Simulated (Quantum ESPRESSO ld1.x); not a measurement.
W69+, configuration [He] 2p1 3d2 (not the ground configuration). All-electron calculation, scalar-relativistic Kohn-Sham, LDA (Slater exchange, VWN5 correlation), spin-polarised, spherical densities, point nucleus; open shells are filled with parallel spins first. Program: ld1.x of Quantum ESPRESSO 7.5.

Unscreened Slater integrals over Kohn-Sham orbitals (eV). They are taken over the spin-up orbitals.

integral    value
F0(3d,3d)  169.65
F2(3d,3d)  88.935
F4(3d,3d)  57.849
F0(3d,2p)  211.32
F2(3d,2p)  70.170
G1(3d,2p)  69.368
G3(3d,2p)  40.216
F0(3d,1s)  219.95
G2(3d,1s)  1.8972
F0(2p,2p)  377.25
F2(2p,2p)  179.49
F0(2p,1s)  511.32
G1(2p,1s)  102.64
F0(1s,1s)  1414.7

Derived for the open shells (J is the average intra-shell exchange parameter used in DFT+U). 2p: J = F2/5 = 35.90 eV. 3d: Racah B = F2/49 - 5 F4/441 = 1.159 eV, C = 35 F4/441 = 4.591 eV, C/B = 3.96, F4/F2 = 0.650, J = (F2 + F4)/14 = 10.48 eV.
